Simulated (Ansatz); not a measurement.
A run for Ansatz (an electronic-structure program): R-wB97M-V/def2-TZVPPD on C3H5F (a complex), monomers drawn apart or pushed together. Files ending in .json are basis or fitting sets from the Basis Set Exchange.

Ansatz 0.2 input:
```yaml
crystal:
  periodic: [false, false, false]
  atoms:
    - {symbol: C, position_ang: [-0.13296582, -0.10574667, 0.11218648]}
    - {symbol: C, position_ang: [0.35732020, 0.38157968, -0.86583565]}
    - {symbol: H, position_ang: [-0.55975168, -0.53367843, 0.98988141]}
    - {symbol: H, position_ang: [0.78737977, 0.81099856, -1.73748790]}
    - {symbol: C, position_ang: [0.59191860, -0.33654844, 5.39052000]}
    - {symbol: F, position_ang: [-0.51465462, -1.06105127, 4.94248310]}
    - {symbol: H, position_ang: [1.07494671, 0.12591532, 4.52971845]}
    - {symbol: H, position_ang: [0.24517845, 0.42603711, 6.08763352]}
    - {symbol: H, position_ang: [1.27611709, -1.02444536, 5.88690583]}
basis:
  gaussian:
    orbitals: def2-TZVPPD.json
hamiltonian:
  xc: {name: wB97M-V}
scf: {lower_state_search: off}
```

Output:

```
WARN ansatz: RAYON_NUM_THREADS=1 ignored (pool sized by the plan → 1); use --threads N
Functional definition: wB97M-V
these checks for a lower state are left out or cut short: stability, starts, cluster_reference, orbital_swaps, neighbouring_geometries, increment
integrals: 0.13 GiB planned
1014 factors; their error is unknown
integrals: 0.17 GiB planned
323 factors; integrals over basis functions are off by at most 3.5e-5 eV
mean field: 1.28 GiB planned
mean field evaluation 1: about -5903.5305 eV, gradient 4.1e1 eV
mean field evaluation 2: about -5905.4982 eV, gradient 2.9e1 eV
mean field evaluation 4: about -5906.9301 eV, gradient 1.6e0 eV
mean field evaluation 8: about -5906.9267 eV, gradient 6.1e-1 eV
mean field evaluation 16: about -5906.9271 eV, gradient 6.9e-6 eV
mean field -5906.92705977 eV, -217.0755655876 hartree, gradient 6.9e-6 eV, S^2 0.000000; 0 other end points of the search recorded, 0 dependent functions left out
reference -5906.92712424 eV, -217.0755679567 hartree; 16, 16 occupied and 220, 220 virtual orbitals, 1014 factors
Total energy: -5906.92712424 eV, -217.0755679567 hartree
Checks for a lower state left out: stability, starts, cluster_reference, orbital_swaps, neighbouring_geometries, increment
```

The calculation finished and met its thresholds.

Cost: roughly 4 core-seconds.
